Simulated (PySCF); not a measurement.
**How methods differ on the ionisation energy of Te⁴⁸⁺**

Te⁴⁸⁺ [He] 2s2 (1S) → Te⁴⁹⁺ [He] 2s1 (2S), as a difference of total energies. Computed with PySCF 2.14 in an uncontracted even-tempered set (16 s from 25 bohr⁻², ratio 2.5; 7 p from 37 bohr⁻², ratio 2.7; 5 d from 110 bohr⁻², ratio 2.7; 4 f from 170 bohr⁻², ratio 2.7), with the spin-free X2C one-electron Hamiltonian (Gaussian nucleus). Correlated levels: nothing frozen; virtual orbitals above 40 to 60 times the deepest correlated orbital energy dropped. The calculations carry no spin-orbit coupling.

```tsv
method	ionisation energy (eV)
UHF	8828.9
MP2 (all electrons)	8834.7
SCS-MP2 (all electrons)	8835.8
CCSD (all electrons)	8836.7
CCSD(T) (all electrons)	8836.7
```

Problem. How much does correlation contribute at CCSD(T) (all electrons)?

Solution. 8836.7 − (8828.9) = 7.8 eV, measured against UHF.

For this ion Breit and QED terms and the two-electron picture change, all absent here, outweigh the differences among the correlated methods.

For comparison: 8821 ± 4 eV (theoretical estimate listed by NIST; NIST Atomic Spectra Database, ionization energies).
